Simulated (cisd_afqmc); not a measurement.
Input (AFQMC/CISD/aug-cc-pV(D+d)Z; cisd_afqmc is a phaseless AFQMC code with CISD trial states that reads the integrals written by Ansatz): A basis named .json is the Basis Set Exchange file of that set.

Ansatz 0.2 input:
```python
import cisd_afqmc

open("ham.yaml", "w").write("""\
crystal:
  periodic: [false, false, false]
  atoms:
    - {symbol: Cl, position_ang: [0.00000000, 0.00000000, 0.00000000]}
basis:
  gaussian:
    orbitals: aug-cc-pV_D+d_Z.json
total_charge: -1
magnetization: {spin_polarized: false}
correlation: {method: ccsd, electrons: outside_noble_gas, hamiltonian_folder: ham}
scf: {lower_state_search: full}
""")
rep = cisd_afqmc.ansatz("ham.yaml")
e_ccsd = rep["correlation"]["coupled_cluster"]["energy"]["hartree"]
out = cisd_afqmc.run("ham", e_ccsd, trial="CISD", walkers=200, populations=8, threads=8, dt=0.005, steps=40, early=24, settle=10, least=48,
    target=0.0004, seconds=1500, seed=1, memory=12960, gpu=False)
```

Output:

```
orbitals 27, occupied [4], factors 158 of 187, rank of the doubles 80 of 92
E(HF) = -459.563645
E(CCSD) on the cut factors = -459.739188, shift to the whole factors 0.000001
Energy of the trial state on the determinant = -459.739186
  tau behind 7.2 of longer steps, mean of the populations' last blocks
   2.0  -459.74429
   4.0  -459.74433
   6.0  -459.74383
   8.0  -459.74467
  10.0  -459.74505
blocks 406 (0 outliers left out), error by blocks joined: 1: 0.00007, 2: 0.00009, 4: 0.00011, 8: 0.00014, 16: 0.00015
E(AFQMC/CISD) = -459.74458 +/- 0.00015
```

The two halves of the walk average -459.74413 and -459.74503 Eh, farther apart than the printed bar allows, so the bar may be too narrow.

The run carries these doubts: halves differ.
